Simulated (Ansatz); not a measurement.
`[NH]=[Ta]([NH2])([F])[F]` and `[NH]=[Ta]([NH2])([NH2])[F]` differ in one atom or group.

Ansatz, PBE0-D4/def2-TZVP geometries, multiplicity 1. Each molecule was computed in one conformer, which needn't be the lowest.

Elements past krypton have def2 core potentials.

```csv
property,`[NH]=[Ta]([NH2])([F])[F]`
HOMO energy (PBE/def2-TZVPP) / eV,-6.56
LUMO energy (PBE0/def2-TZVPP) / eV,-0.65
size of the dipole moment (ωB97M-V/def2-TZVPP) / D,2.36
size of the dipole moment (B3LYP/def2-TZVPP) / D,2.42
zero-point energy (PBE0-D4/def2-TZVP) / kJ/mol,114.6
LUMO energy (B3LYP/def2-TZVPP) / eV,-0.93
```

(1) Give the same properties after the change, and the shifts. (An estimate is asked.)

## Answers

(1) Ansatz gave: 
```csv
property,`[NH]=[Ta]([NH2])([NH2])[F]`,shift
HOMO energy (PBE/def2-TZVPP) / eV,-6.04,0.52
LUMO energy (PBE0/def2-TZVPP) / eV,-0.07,0.58
size of the dipole moment (ωB97M-V/def2-TZVPP) / D,2.52,0.16
size of the dipole moment (B3LYP/def2-TZVPP) / D,2.55,0.13
zero-point energy (PBE0-D4/def2-TZVP) / kJ/mol,174.4,59.8
LUMO energy (B3LYP/def2-TZVPP) / eV,-0.38,0.55
```

The zero-point energy changes by 59.8 kJ/mol with +6 modes. Dipoles are sizes alone; their direction can turn.

B3LYP here is the variant with VWN-RPA as its local correlation; programs differ in this.
